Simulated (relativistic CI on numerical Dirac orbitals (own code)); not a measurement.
**One change at a time: Sm LX**

Base calculation: Dirac-Coulomb-Breit CI, KLI orbitals optimised for each configuration, model QED, unscaled Slater integrals.

Configuration list (outside the closed core 1s2): 2s, 2p, 3s, 3p, 3d, 4s, 4p, 4d, 4f, 5s, 5p, 5d, 5f, 5g, 6s, 6p, 6d. Levels of other configurations are missing.

Variants: (1) QED terms removed; (2) Breit term removed. Shifts of the energy above 2s ²S1/2, in eV, for the lowest level and the first level of each name with at least 55 % of one term (blank where a level changes its place among those of its configuration and J or its character, or is not in the variant):

```csv
Level,Base,Δ(1),Δ(2)
2s ²S1/2,0.0,0.0,0.0
2p ²P°1/2,146.5,+10.4,-9.2
2p ²P°3/2,828.3,+9.4,+1.4
3s ²S1/2,7475.6,+7.7,+6.4
3p ²P°1/2,7515.7,+10.8,+4.0
3p ²P°3/2,7718.6,+10.5,+6.8
3d ²D3/2,7729.9,+11.0,+8.7
3d ²D5/2,7790.0,+10.8,+8.8
4s ²S1/2,10047.0,+9.6,+7.8
4p ²P°1/2,10063.4,+10.9,+6.9
4p ²P°3/2,10148.6,+10.7,+8.0
4d ²D3/2,10153.4,+10.9,+8.7
4d ²D5/2,10178.8,+10.9,+8.8
4f ²F°5/2,10179.0,+10.9,+8.8
```

At this charge energies of transitions that change n are usually good to better than 1 %, and those within a shell (Δn = 0) to a few per cent.

Ionisation energy from the two ground configurations alone: base 13261.9 eV; QED terms removed 13272.8 eV; Breit term removed 13270.8 eV. The NIST ASD value (theoretical) is 13262.9 eV.
